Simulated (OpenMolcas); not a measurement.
A calculation on Sb+.

```
Program             : OpenMolcas 26.06
Method              : CASSCF
Basis               : ANO-RCC-VTZP [7s6p4d2f1g]
Scalar Hamiltonian  : DKH2, point nucleus
Active space        : 2 electrons in 3 orbitals (5p)
State averaging     : 2S+1 = 3 even, 3 roots; 2S+1 = 1 even, 6 roots
Spin-orbit coupling : state interaction with AMFI integrals over the reference wave functions, term energies averaged over their components
```

(1) Which level of the active space comes out lowest?

(2) How high does 5s2 5p2 3P1 lie?

(3) How high does 5s2 5p2 1S0 lie?

(4) How high does 5s2 5p2 1D2 lie?

(5) The level at 0.6347 eV has J = 2. What is it made of, and what is its g factor?

Measured values: NIST Handbook of Basic Atomic Spectroscopic Data.

Results:

(1) 5s2 5p2 3P0, with 97 % of that term; it is also the measured ground level.

(2) 0.3031 eV above the lowest level; measured 0.3787 eV above the ground level, so the calculation is off by -20 %.

(3) 3.5120 eV above the lowest level; measured 2.9639 eV above the ground level, so the calculation is off by +18 %.

(4) 1.7594 eV above the lowest level; measured 1.5857 eV above the ground level, so the calculation is off by +11 %.

(5) 93 % 5s2 5p2 3P2, 7 % 5s2 5p2 1D; g = 1.466, against 1.501 from Landé's formula for the pure leading term.

With the s shell closed, the reference lacks s² → p² mixing. Measured partners are found by configuration, term and J. A level has none where our copy of the source lacks it or the pairing is in doubt (some pairs that miss far off the trend of their configuration count as doubtful), and it then counts in no deviation. Levels of configurations outside the active space are missing.
